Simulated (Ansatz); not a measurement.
Si2Mo5⁻. Charge -1, multiplicity 2. Geometry PBE-D4/def2-SVPD.

```xyz
7

Mo    0.4941    0.9899    0.4369
Mo   -1.7237    0.6221    0.9093
Mo    1.0898   -1.1474   -0.9160
Mo   -0.8671   -1.4365    0.6901
Mo   -0.5470   -0.0297   -1.7908
Si    1.5282    1.2058   -1.9797
Si    0.0257   -0.2041    2.6503
```

In the def2 sets Mo takes a core potential; there is no spin–orbit coupling. At PBE-D4/def2-TZVPD the highest occupied level of the charge -1 doublet lies above zero (up to 0.11 eV). The electron is either unbound and held by the finite basis, or the level is raised by self-interaction error. At r2SCAN-D4/def2-TZVPD, PBE0-D4/def2-TZVPD the charge -1 doublet is spin-contaminated (final ⟨S²⟩ up to 1.08, 0.75 for a pure state). Another isomer (doublet) lies 0.17 eV lower at PBE0-D4/def2-TZVPD; other spin states weren't run for this one.

Problem. Estimate the α-spin orbital energies around the gap (eV) in Ansatz with PBE-D4/def2-TZVPD, r2SCAN-D4/def2-TZVPD, PBE0-D4/def2-TZVPD.

Solution. 
```tsv
orbital	PBE-D4/def2-TZVPD	r2SCAN-D4/def2-TZVPD	PBE0-D4/def2-TZVPD
HOMO−5	-1.51	-1.65	-2.27
HOMO−4	-1.23	-1.37	-1.91
HOMO−3	-0.73	-0.84	-1.48
HOMO−2	-0.40	-0.43	-0.97
HOMO−1	-0.14	-0.29	-0.77
HOMO	0.11	-0.03	-0.61
LUMO	0.51	0.60	1.12
LUMO+1	0.54	0.61	1.32
LUMO+2	0.69	0.82	1.37
LUMO+3	0.76	0.91	1.46
LUMO+4	0.93	1.05	1.53
LUMO+5	0.97	1.10	1.58
β HOMO	-0.07	-0.18	-0.76
β LUMO	0.51	0.63	1.19
```
